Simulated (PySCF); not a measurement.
Cl$_{2}$Si, singlet, at a GFN2-xTB geometry. Base run: CCSD(T)/aug-cc-pVDZ in PySCF.

The PySCF input:
```python
from pyscf import gto, scf, cc

mol = gto.M(
    atom='''
Si    0.051662   -0.039928    0.921536
Cl    1.004528    1.223868   -0.384648
Cl   -1.047073   -1.190987   -0.374264
''',
    basis='aug-cc-pvdz',
    charge=0,
    spin=0,
    verbose=4,
    max_memory=1800,
)

mf = scf.RHF(mol)
mf.kernel()

mycc = cc.CCSD(mf, frozen=15)
mycc.kernel()
et = mycc.ccsd_t()
print('E(CCSD(T)) = %.10f' % (mycc.e_tot + et))
```

Each row names what was changed in the base input (with any setting that the change needs).

```json
[
 {"change": "base", "ΔE vs base (kcal/mol)": "0.000", "MP2 correlation (Eh)": "-0.37173", "CC correlation without the perturbative part (Eh)": "-0.40426", "basis functions": "81"},
 {"change": "method = cisd", "ΔE vs base (kcal/mol)": "40.29", "MP2 correlation (Eh)": "-", "CC correlation without the perturbative part (Eh)": "-", "basis functions": "81"},
 {"change": "method = mp2", "ΔE vs base (kcal/mol)": "28.88", "MP2 correlation (Eh)": "-0.37173", "CC correlation without the perturbative part (Eh)": "-", "basis functions": "81"},
 {"change": "method = ccsd", "ΔE vs base (kcal/mol)": "8.47", "MP2 correlation (Eh)": "-0.37173", "CC correlation without the perturbative part (Eh)": "-0.40426", "basis functions": "81"}
]
```
